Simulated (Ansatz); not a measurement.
Ag2O2H2⁺, that is (AgOH)2 ring with one electron fewer, relaxed as a doublet with UKS PBE-D4/def2-SVP in Ansatz, starting from the PBE-D4/def2-SVP geometry of the neutral singlet. Force threshold 0.02 eV/Å.

In the def2 sets Ag takes a core potential; there is no spin–orbit coupling.

Start:

```xyz
6

Ag   -1.134   -0.851   -0.029
O    -0.057    0.057   -1.774
Ag    1.329    0.489   -0.065
O     0.355   -0.609    1.630
H    -0.509    0.881   -2.046
H     0.016    0.033    2.285
```

Task: Estimate the energy that the relaxation releases and the steps that it takes.

Result: 3.3 kcal/mol, in 5 steps; 9.5 s on 4 threads of Arm Neoverse V1 on a shared host. No frequencies were taken in this run, so the end may be a saddle point.

Task: Does the start keep its bonding and symmetry?

Result: By distances, no bond broke or formed. The bond that changes most is Ag1–O2, from 2.24 to 2.19 Å (atoms count from 1). Point group C2v at the start, C2v at the end, both within 0.05 Å.

Task: Predict the relaxed structure.

Result: 
Cartesian coordinates in Å:
```
Ag -1.185 -0.960 -0.044
O -0.055 0.058 -1.615
Ag 1.448 0.473 -0.083
O 0.321 -0.550 1.487
H -0.510 0.885 -1.895
H -0.019 0.093 2.151
```
Bond lengths (bridged metal pairs left out): 4 × Ag–O 2.19 Å; 2 × H–O 0.98 Å.
